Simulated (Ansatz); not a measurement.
A geometry relaxed with PBE-D3(BJ)/def2-TZVP (Ansatz, a first-principles code), charge 0, multiplicity 1:

```xyz
5

N      2.4379     0.0327     0.1871
C     -1.2854    -0.0173    -0.2672
H     -2.3491    -0.0315    -0.3970
C      1.2765     0.0171     0.0455
C     -0.0799    -0.0011    -0.1201
```

### Question
Write the SMILES of this molecule.

### Answer
`C#CC#N`
